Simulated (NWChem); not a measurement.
# ZnHOBr; SMILES [OH][Zn][Br]

```xyz
4

Zn     0.0171     0.8364     0.0000
Br    -0.0119    -1.4012     0.0000
O     -0.1085     2.6144     0.0000
H      0.7711     3.0364     0.0000
```
Atoms are numbered in this order, from 1.

Results from NWChem. Structure relaxed at the PBE-D3(BJ)/def2-SVP level.

Problem. What does the run give for LC-BLYP (range parameter 0.33 per bohr)/def2-TZVP? Quantities: highest occupied level (eV); orbital gap (eV); dipole (D).

Solution. 
| Quantity | Result |
|---|---|
| highest occupied level (eV) | -10.71 |
| orbital gap (eV) | 10.82 |
| dipole (D) | 1.69 |
